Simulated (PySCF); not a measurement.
# Spinor energies of Pb³⁺ (lead, charge +3)

Start: [Xe] 4f14 5d10 6s1; 6s1/2 filled at m_j = +1/2. Calculated with PySCF 2.14 in x2c-TZVPall-2c (11s11p9d3f, 110 functions): generalised Hartree-Fock with the X2C-1e Hamiltonian and a Gaussian nucleus; one run each with spin-orbit coupling (SO) switched off, then screened by Boettger's factors.

```csv
spinor shell,electrons,"ε, spin-free (eV)","ε, screened SO (eV)",weight of nominal j (screened SO),"rms radius, screened SO (bohr)"
1s1/2,2,-88538.4,-88499.7,1.000,0.0181
2s1/2,2,-16019.5,-16007.3,1.000,0.0730
2p1/2,2,-13764.8,-15349.5,1.000,0.0617
2p3/2,4,-13764.8,-13155.0,1.000,0.0700
3s1/2,2,-3940.6,-3936.5,1.000,0.186
3p1/2,2,-3284.2,-3640.5,1.000,0.178
3p3/2,4,-3284.2,-3144.1,1.000,0.195
3d3/2,4,-2601.7,-2663.0,1.000,0.170
3d5/2,6,-2601.7,-2557.8,1.000,0.175
4s1/2,2,-953.72,-952.51,1.000,0.408
4p1/2,2,-735.00,-823.30,1.000,0.412
4p3/2,4,-735.00,-700.07,1.000,0.446
4d3/2,4,-475.67,-489.37,1.000,0.455
4d5/2,6,-475.67,-465.72,1.000,0.466
5s1/2,2,-195.62,-195.46,1.000,0.916
4f5/2,6,-187.82,-190.14,1.000,0.493
4f7/2,8,-187.82,-185.17,1.000,0.495
5p1/2,2,-132.70,-149.25,1.000,0.983
5p3/2,4,-132.70,-126.23,1.000,1.07
5d3/2,4,-57.589,-59.359,0.996,1.34
5d5/2,6,-57.589,-56.399,0.997,1.38
6s1/2,1,-40.920,-40.943,1.000,2.27
```

| quantity | spin-free | screened SO |
| --- | --- | --- |
| E (hartree) | -20863.76536 | -20901.65113 |
| M_J | 1/2 | 1/2 |
| ⟨J²⟩ | 0.751 | 0.751 |
| ⟨L²⟩ | 0.000 | 0.197 |
| ⟨S²⟩ | 0.751 | 0.948 |

Each row is a mean over spinors that exchange with the open shell spreads, by up to 0.483 eV (5s1/2).

Breit and QED terms are absent; they matter most for the inner s and p1/2 levels.

Densities and radii are taken from the X2C orbitals without a picture-change correction, which distorts them close to the nucleus.

Without spin-orbit coupling the j labels of p, d and f shells carry no meaning; the spin-free column gives the mean over the occupied spinors of each nl shell.
